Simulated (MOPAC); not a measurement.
Input for MOPAC: PM3 on BH2I (SMILES BI), a point of a bond scan (R = 2.070 Å).

```
PM3 1SCF PRECISE CHARGE=0 THREADS=1
BH2I

B     -1.00687273 1    -1.52824232 1     0.26334221 1
H     -0.33882731 1    -2.88770822 1     1.67353083 1
H     -1.98651595 1    -1.65890826 1    -0.38610151 1
I      0.14426438 1     0.21896603 1    -0.03773158 1
```

Program output:

```
*******************************************************************************
 **                                                                           **
 **                              MOPAC v23.2.5                                **
 **                                                                           **
 *******************************************************************************
 ** MOPAC's Digital Object Identifier: https://doi.org/10.5281/zenodo.6511958 **
 **                                                                           **
 ** Please cite the open-source release paper for use of this MOPAC version:  **
 ** J. E. Moussa and J. J. P. Stewart (2026)                                  **
 ** MOPAC: An open-source semiempirical molecular orbital program             **
 ** J. Open Source Softw., 11(119), 8025, https://doi.org/10.21105/joss.08025 **
 *******************************************************************************

                              PM3 CALCULATION RESULTS

 *******************************************************************************
 *  PM3        - The PM3 Hamiltonian to be used
 *
 *
 *
 *                 CHARGE ON SYSTEM = 0
 *
 *
 *
 *  PRECISE    - TIGHTER CRITERIA TO BE USED
 *  1SCF       - DO 1 SCF AND THEN STOP
 *  THREADS=1  - MULTI-THREADING NOT USED
 *  T=         - A TIME OF 172800.0 SECONDS REQUESTED
 *  DUMP=N     - RESTART FILE WRITTEN EVERY 7200.0 SECONDS REQUESTED
 *******************************************************************************
PM3 1SCF PRECISE CHARGE=0 THREADS=1
 BH2I

   ATOM   CHEMICAL          X               Y               Z
  NUMBER   SYMBOL      (ANGSTROMS)     (ANGSTROMS)     (ANGSTROMS)

     1       B         -1.00687273  *  -1.52824232  *   0.26334221  *
     2       H         -0.33882731  *  -2.88770822  *   1.67353083  *
     3       H         -1.98651595  *  -1.65890826  *  -0.38610151  *
     4       I          0.14426438  *   0.21896603  *  -0.03773158  *



          CARTESIAN COORDINATES

    NO.       ATOM           X           Y           Z

     1         B         -1.0069     -1.5282      0.2633
     2         H         -0.3388     -2.8877      1.6735
     3         H         -1.9865     -1.6589     -0.3861
     4         I          0.1443      0.2190     -0.0377

  H: (PM3): J. J. P. STEWART, J. COMP. CHEM. 10, 209 (1989).
  B: (PM3): J. J. P. STEWART, J. MOL. MOD., 10, 155-164 (2004)
  I: (PM3): J. J. P. STEWART, J. COMP. CHEM. 10, 209 (1989).

           Empirical Formula: H2 B I  =     4 atoms



      MOLECULAR POINT GROUP   :   Cs


      RHF CALCULATION, NO. OF DOUBLY OCCUPIED LEVELS = 6


 -------------------------------------------------------------------------------
 PM3 1SCF PRECISE CHARGE=0 THREADS=1
 BH2I



     1SCF WAS SPECIFIED, SO BFGS WAS NOT USED
     SCF FIELD WAS ACHIEVED


                              PM3 CALCULATION
                                                       MOPAC v23.2.5 Linux




          FINAL HEAT OF FORMATION =        140.50671 KCAL/MOL =     587.88008 KJ/MOL


          COSMO AREA              =         97.82 SQUARE ANGSTROMS
          COSMO VOLUME            =         81.36 CUBIC ANGSTROMS

          IONIZATION POTENTIAL    =          9.632440 EV
          HOMO LUMO ENERGIES (EV) =         -9.632 -1.269
          NO. OF FILLED LEVELS    =          6
          MOLECULAR WEIGHT        =        139.7303         POINT GROUP:  Cs

          MOLECULAR DIMENSIONS (Angstroms)

            Atom       Atom       Distance
            I     4    H     2     3.57956
            H     3    H     2     2.26332
            B     1    H     2     0.00000


          SCF CALCULATIONS        =          1





   ATOM   CHEMICAL          X               Y               Z
  NUMBER   SYMBOL      (ANGSTROMS)     (ANGSTROMS)     (ANGSTROMS)

     1       B         -1.00687273  *  -1.52824232  *   0.26334221  *
     2       H         -0.33882731  *  -2.88770822  *   1.67353083  *
     3       H         -1.98651595  *  -1.65890826  *  -0.38610151  *
     4       I          0.14426438  *   0.21896603  *  -0.03773158  *

                             CARTESIAN COORDINATES

   1    B       -1.006872730    -1.528242320     0.263342210
   2    H       -0.338827310    -2.887708220     1.673530830
   3    H       -1.986515950    -1.658908260    -0.386101510
   4    I        0.144264380     0.218966030    -0.037731580


           Empirical Formula: H2 B I  =     4 atoms



      MOLECULAR POINT GROUP   :   Cs


                  EIGENVALUES
 -21.40779 -13.72288 -12.64370 -11.56647 -10.25899  -9.63244  -1.26894   0.36131
   0.70960   3.75424


              NET ATOMIC CHARGES AND DIPOLE CONTRIBUTIONS

  ATOM NO.   TYPE          CHARGE      No. of ELECS.   s-Pop       p-Pop
    1          B           0.020216        2.9798     1.37893     1.60086
    2          H           0.081324        0.9187     0.91868
    3          H           0.035916        0.9641     0.96408
    4          I          -0.137455        7.1375     1.94246     5.19499
 DIPOLE           X         Y         Z       TOTAL
 POINT-CHG.    -0.668    -1.707     0.638     1.941
 HYBRID        -0.213     0.349    -0.393     0.567
 SUM           -0.881    -1.359     0.244     1.638


          ATOMIC ORBITAL ELECTRON POPULATIONS

     Atom    s        px        py        pz
    1  B   1.37893   0.59940   0.53346   0.46799
    2  H   0.91868
    3  H   0.96408
    4  I   1.94246   1.78343   1.48524   1.92631

 **********************
 *                    *
 * JOB ENDED NORMALLY *
 *                    *
 **********************




 == MOPAC DONE ==
```

The run finished.

Cost: very roughly 0.020 core-seconds.
